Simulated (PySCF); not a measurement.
A geometry optimisation, step by step.

Species: C₅H₁₃PSi₂.
Numbering: `[CH3:1][C:2]#[C:3][Si@@H:4]([PH2:5])[CH2:6][CH2:7][SiH3:8]` (hydrogens: H9, H10, H11 on C1; H12 on Si4; H13, H14 on P5; H15, H16 on C6; H17, H18 on C7; H19, H20, H21 on Si8)

Computed by this run: PBE0-D3(BJ)/def2-SVP geometry optimisation, gas phase (PySCF); density fitting, grid level 1; the optimiser is geomeTRIC in internal coordinates, started from a GFN2-xTB structure with every atom displaced at random (about 0.01 Å). 8 of its 10 geometries are shown. The frame can shift and turn from step to step; on so coarse a grid that alone can change the energy by a few meV, and forces under 0.02 eV/Å are noise.

Step 0: E = -30411.7930 eV, largest atomic force 2.361 eV/Å
```
atom  x, y, z in Å  |  force x, y, z in eV/Å
C1      4.085   -2.096    0.697   -1.455   1.750   0.630
C2      2.923   -1.182    0.677    0.580  -0.531   0.046
C3      1.957   -0.439    0.669    0.309  -0.051  -0.040
Si4     0.586    0.737    0.608   -1.118  -0.590  -0.136
P5      0.847    2.114   -1.155   -0.997  -0.562  -0.704
C6     -1.089   -0.184    0.275    0.822   0.239   0.070
C7     -2.190    0.769   -0.137   -0.379   0.036   0.236
Si8    -3.811   -0.115   -0.556    0.142   0.704   0.282
H9      4.002   -2.757   -0.127    0.110  -1.053  -1.097
H10     4.986   -1.500    0.622    0.644   0.129  -0.034
H11     4.072   -2.644    1.631    0.188  -0.426   0.472
H12     0.498    1.453    1.907   -0.004   0.144   0.125
H13     2.104    2.498   -0.788    1.527   0.361   0.341
H14     0.283    3.229   -0.510   -0.363   0.374   0.204
H15    -0.936   -0.938   -0.511    0.226  -0.084  -0.037
H16    -1.386   -0.730    1.174    0.049  -0.237   0.322
H17    -2.367    1.506    0.662   -0.185   0.081   0.063
H18    -1.873    1.352   -1.001    0.022   0.272  -0.508
H19    -3.598   -1.082   -1.635    0.084  -0.364  -0.462
H20    -4.858    0.870   -0.950   -0.090   0.051  -0.110
H21    -4.307   -0.839    0.628   -0.114  -0.241   0.338
```

Step 1: E = -30411.9758 eV, largest atomic force 0.336 eV/Å
```
atom  x, y, z in Å  |  force x, y, z in eV/Å
C1      3.961   -2.443    0.383   -0.048  -0.156  -0.185
C2      2.888   -1.468    0.392    0.042   0.033  -0.041
C3      2.007   -0.624    0.399   -0.177  -0.079   0.055
Si4     0.688    0.638    0.411   -0.146   0.164   0.194
P5      0.967    1.898   -1.462    0.176   0.124   0.126
C6     -1.068   -0.091    0.432    0.125  -0.171  -0.184
C7     -2.163    0.926    0.089    0.083   0.132  -0.021
Si8    -3.868    0.149   -0.148    0.085  -0.136  -0.179
H9      3.863   -3.138   -0.477    0.024   0.173   0.236
H10     4.935   -1.935    0.300    0.017  -0.051   0.011
H11     3.959   -3.038    1.311    0.029   0.001  -0.050
H12     0.841    1.485    1.635    0.067   0.016   0.009
H13     2.294    2.324   -1.080   -0.305  -0.128  -0.055
H14     0.341    3.047   -0.872    0.038  -0.055  -0.069
H15    -1.072   -0.924   -0.295   -0.018   0.024   0.018
H16    -1.259   -0.554    1.419    0.107   0.050  -0.071
H17    -2.233    1.707    0.865    0.027   0.032   0.023
H18    -1.913    1.459   -0.850   -0.085  -0.051   0.051
H19    -3.765   -0.867   -1.247   -0.053   0.022   0.055
H20    -4.894    1.163   -0.540    0.006   0.040   0.033
H21    -4.323   -0.551    1.092    0.005   0.016   0.043
```

Step 3: E = -30412.0040 eV, largest atomic force 0.058 eV/Å
```
atom  x, y, z in Å  |  force x, y, z in eV/Å
C1      3.895   -2.463    0.399    0.002   0.019   0.027
C2      2.854   -1.453    0.416    0.019   0.025  -0.016
C3      1.989   -0.593    0.428    0.004  -0.029   0.032
Si4     0.694    0.694    0.426    0.009   0.044   0.006
P5      0.984    1.937   -1.453   -0.027  -0.051  -0.008
C6     -1.025   -0.079    0.373   -0.021   0.015  -0.005
C7     -2.143    0.922    0.058   -0.013  -0.016   0.016
Si8    -3.835    0.106   -0.137   -0.013   0.017   0.033
H9      3.778   -3.136   -0.463   -0.009  -0.030  -0.036
H10     4.891   -1.998    0.332    0.001   0.003  -0.001
H11     3.869   -3.075    1.313   -0.007  -0.005   0.008
H12     0.839    1.534    1.657   -0.010  -0.004  -0.008
H13     2.288    2.358   -1.058    0.050   0.023   0.001
H14     0.350    3.095   -0.904   -0.008   0.012   0.004
H15    -1.001   -0.895   -0.369    0.023   0.028  -0.024
H16    -1.199   -0.563    1.349   -0.012  -0.039   0.006
H17    -2.214    1.693    0.845   -0.001   0.002  -0.010
H18    -1.934    1.466   -0.880    0.012  -0.009  -0.019
H19    -3.783   -0.911   -1.234    0.002  -0.004  -0.007
H20    -4.885    1.118   -0.470   -0.001  -0.004   0.001
H21    -4.225   -0.592    1.129    0.002   0.002  -0.003
```

Step 4: E = -30412.0062 eV, largest atomic force 0.086 eV/Å
```
atom  x, y, z in Å  |  force x, y, z in eV/Å
C1      3.875   -2.470    0.407    0.013   0.016   0.034
C2      2.849   -1.445    0.428    0.000   0.004  -0.016
C3      1.988   -0.580    0.443    0.014   0.010   0.026
Si4     0.698    0.713    0.429    0.021  -0.022  -0.028
P5      1.007    1.948   -1.451   -0.026  -0.032  -0.014
C6     -1.014   -0.074    0.348   -0.028   0.047   0.067
C7     -2.143    0.919    0.045   -0.007  -0.029  -0.005
Si8    -3.832    0.093   -0.126   -0.011   0.023   0.038
H9      3.751   -3.134   -0.461   -0.007  -0.021  -0.030
H10     4.879   -2.021    0.349   -0.002   0.003  -0.004
H11     3.835   -3.089    1.316   -0.007  -0.002   0.003
H12     0.829    1.548    1.664   -0.018   0.004  -0.001
H13     2.308    2.377   -1.052    0.040   0.018   0.008
H14     0.365    3.109   -0.918   -0.005   0.007   0.005
H15    -0.974   -0.877   -0.408    0.014   0.019  -0.032
H16    -1.188   -0.577    1.316   -0.009  -0.039  -0.014
H17    -2.213    1.687    0.835    0.007   0.011  -0.008
H18    -1.946    1.466   -0.894    0.005  -0.005  -0.010
H19    -3.796   -0.925   -1.221    0.004  -0.004  -0.009
H20    -4.894    1.100   -0.438    0.000  -0.006  -0.004
H21    -4.196   -0.604    1.148    0.002  -0.002  -0.006
```

Step 5: E = -30412.0077 eV, largest atomic force 0.089 eV/Å
```
atom  x, y, z in Å  |  force x, y, z in eV/Å
C1      3.863   -2.474    0.417    0.012   0.004   0.018
C2      2.848   -1.438    0.440   -0.015  -0.013  -0.012
C3      1.990   -0.571    0.456    0.014   0.033   0.016
Si4     0.700    0.724    0.430    0.015  -0.056  -0.030
P5      1.031    1.952   -1.449   -0.005  -0.002  -0.011
C6     -1.008   -0.072    0.321   -0.013   0.036   0.080
C7     -2.143    0.916    0.033    0.001  -0.015  -0.004
Si8    -3.834    0.087   -0.111   -0.003   0.012   0.021
H9      3.736   -3.130   -0.458    0.000  -0.003  -0.006
H10     4.872   -2.037    0.369   -0.002   0.002  -0.004
H11     3.809   -3.100    1.321   -0.003   0.001  -0.002
H12     0.810    1.555    1.669   -0.014   0.012   0.000
H13     2.326    2.392   -1.042    0.006   0.004   0.008
H14     0.376    3.114   -0.933   -0.001  -0.001   0.002
H15    -0.953   -0.855   -0.454    0.001   0.011  -0.026
H16    -1.182   -0.600    1.275   -0.004  -0.027  -0.025
H17    -2.207    1.683    0.825    0.012   0.015  -0.007
H18    -1.957    1.465   -0.908   -0.005  -0.005  -0.002
H19    -3.815   -0.931   -1.207    0.002   0.000  -0.005
H20    -4.903    1.092   -0.404    0.000  -0.004  -0.006
H21    -4.173   -0.609    1.170    0.001  -0.004  -0.004
```

Step 6: E = -30412.0089 eV, largest atomic force 0.053 eV/Å
```
atom  x, y, z in Å  |  force x, y, z in eV/Å
C1      3.863   -2.474    0.429    0.005  -0.004  -0.002
C2      2.851   -1.435    0.449   -0.020  -0.021  -0.003
C3      1.993   -0.568    0.465    0.010   0.032   0.004
Si4     0.700    0.722    0.426    0.002  -0.052  -0.011
P5      1.047    1.949   -1.451    0.011   0.018  -0.007
C6     -1.006   -0.076    0.296    0.007   0.004   0.045
C7     -2.143    0.915    0.024    0.004   0.008   0.009
Si8    -3.838    0.092   -0.096    0.003  -0.001   0.001
H9      3.739   -3.126   -0.451    0.004   0.009   0.010
H10     4.875   -2.041    0.390   -0.001   0.000  -0.001
H11     3.799   -3.105    1.329    0.002   0.003  -0.003
H12     0.789    1.552    1.667   -0.005   0.014  -0.002
H13     2.336    2.401   -1.031   -0.016  -0.006   0.005
H14     0.378    3.109   -0.947    0.001  -0.005   0.001
H15    -0.945   -0.838   -0.500   -0.009   0.006  -0.013
H16    -1.182   -0.631    1.235    0.000  -0.010  -0.020
H17    -2.196    1.681    0.819    0.011   0.012  -0.006
H18    -1.965    1.466   -0.917   -0.010  -0.005   0.000
H19    -3.839   -0.925   -1.194    0.001   0.002   0.000
H20    -4.909    1.100   -0.372    0.001   0.000  -0.003
H21    -4.159   -0.606    1.188    0.000  -0.003  -0.001
```

Step 8: E = -30412.0101 eV, largest atomic force 0.036 eV/Å
```
atom  x, y, z in Å  |  force x, y, z in eV/Å
C1      3.886   -2.466    0.451   -0.004  -0.004  -0.013
C2      2.861   -1.440    0.455   -0.006  -0.007   0.011
C3      1.996   -0.579    0.463    0.000  -0.001  -0.012
Si4     0.693    0.699    0.407   -0.010   0.001   0.015
P5      1.057    1.936   -1.460    0.010   0.008  -0.001
C6     -1.013   -0.094    0.258    0.014  -0.021  -0.026
C7     -2.142    0.915    0.021    0.001   0.017   0.016
Si8    -3.850    0.116   -0.073    0.002  -0.006  -0.010
H9      3.783   -3.120   -0.430    0.003   0.005   0.007
H10     4.892   -2.020    0.426    0.001   0.001   0.003
H11     3.816   -3.097    1.351    0.004   0.002   0.001
H12     0.758    1.531    1.650    0.005   0.005  -0.004
H13     2.330    2.402   -1.011   -0.010  -0.003  -0.001
H14     0.364    3.084   -0.962    0.000  -0.002   0.000
H15    -0.959   -0.823   -0.570   -0.008   0.001   0.005
H16    -1.191   -0.686    1.173    0.003   0.006   0.004
H17    -2.166    1.677    0.822    0.001  -0.002  -0.001
H18    -1.977    1.471   -0.919   -0.004  -0.003  -0.001
H19    -3.885   -0.887   -1.183    0.000   0.001   0.002
H20    -4.913    1.139   -0.317    0.000   0.002   0.003
H21    -4.153   -0.595    1.209   -0.001   0.000   0.001
```

Step 9: E = -30412.0103 eV, largest atomic force 0.021 eV/Å
```
atom  x, y, z in Å  |  force x, y, z in eV/Å
C1      3.894   -2.463    0.456   -0.003  -0.001  -0.006
C2      2.862   -1.443    0.454    0.001   0.001   0.011
C3      1.996   -0.585    0.457   -0.003  -0.007  -0.011
Si4     0.691    0.691    0.400   -0.003   0.010   0.008
P5      1.056    1.934   -1.465    0.003  -0.002   0.000
C6     -1.015   -0.100    0.249    0.004  -0.008  -0.018
C7     -2.142    0.915    0.024   -0.001   0.005   0.006
Si8    -3.853    0.122   -0.068    0.000  -0.002  -0.004
H9      3.799   -3.120   -0.423    0.001   0.000   0.000
H10     4.897   -2.010    0.433    0.000   0.001   0.002
H11     3.826   -3.092    1.357    0.002   0.001   0.002
H12     0.755    1.524    1.642    0.002   0.000  -0.002
H13     2.326    2.402   -1.009    0.000   0.002   0.000
H14     0.358    3.077   -0.965   -0.001   0.000   0.000
H15    -0.968   -0.824   -0.582   -0.003   0.001   0.003
H16    -1.192   -0.696    1.162    0.004   0.004   0.006
H17    -2.158    1.673    0.828   -0.002  -0.003   0.001
H18    -1.980    1.475   -0.915    0.001  -0.001  -0.001
H19    -3.895   -0.873   -1.184    0.000   0.000   0.001
H20    -4.914    1.151   -0.302    0.000   0.001   0.003
H21    -4.154   -0.596    1.210   -0.001   0.000   0.001
```

**Question.** Summarise the path.

**Answer.** The energy falls by 0.2172 eV from step 0 to step 9; nine tenths of that is first reached at step 2. It falls at every step. The largest force goes from 2.361 to 0.021 eV/Å. Among the bonds P5–H13 changes most, from 1.364 to 1.428 Å; the atoms move by 0.170 Å rms after alignment.

**Question.** Follow the three bonds and two angles with the largest change from start to end.

**Answer.** 
| step | E above end (eV) | largest force (eV/Å) | P5–H13 (Å) | Si4–C6 (Å) | C1–H9 (Å) | P5–Si4–C6 (°) | H9–C1–H10 (°) |
| --- | --- | --- | --- | --- | --- | --- | --- |
| 0 | 0.2172 | 2.361 | 1.364 | 1.941 | 1.060 | 104.8 | 110.8 |
| 1 | 0.0344 | 0.336 | 1.445 | 1.901 | 1.110 | 109.6 | 108.0 |
| 2 | 0.0115 | 0.167 | 1.431 | 1.886 | 1.102 | 108.8 | 107.8 |
| 3 | 0.0063 | 0.058 | 1.426 | 1.886 | 1.100 | 108.5 | 107.9 |
| 4 | 0.0041 | 0.086 | 1.426 | 1.887 | 1.100 | 108.3 | 107.9 |
| 5 | 0.0026 | 0.089 | 1.428 | 1.887 | 1.101 | 108.2 | 107.9 |
| 6 | 0.0014 | 0.053 | 1.429 | 1.888 | 1.102 | 108.1 | 107.9 |
| 7 | 0.0005 | 0.029 | 1.429 | 1.887 | 1.102 | 108.0 | 107.9 |
| 8 | 0.0001 | 0.036 | 1.429 | 1.887 | 1.102 | 108.0 | 107.9 |
| 9 | 0.0000 | 0.021 | 1.428 | 1.886 | 1.101 | 108.0 | 107.9 |

What follows is the cost of the whole optimisation. Hardware: one thread, Intel Xeon Platinum 8488C (x86_64), shared host. Cost: 3.2 min wall, 0.85 GiB resident at most.
